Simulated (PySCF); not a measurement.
# Correlation energy of Mg²⁺ (magnesium, charge +2)

[Ne], closed-shell 1S. All numbers are calculated (PySCF 2.14, scalar relativity by spin-free X2C-1e, in ANO-RCC-VTZP). Frozen: 1s2; 8 electrons correlated.

```csv
level,correlation energy (mhartree)
CCSD,-236.17
(T),-0.77
CCSD(T),-236.94
CCSDT,-236.96
```

Diagnostics: T1 = 0.0023, D1 = 0.0033, largest double amplitude 0.022.

**Question.** Is a single reference adequate?

**Answer.** Yes: T1 lies below 0.03 and no double amplitude reaches 0.07.
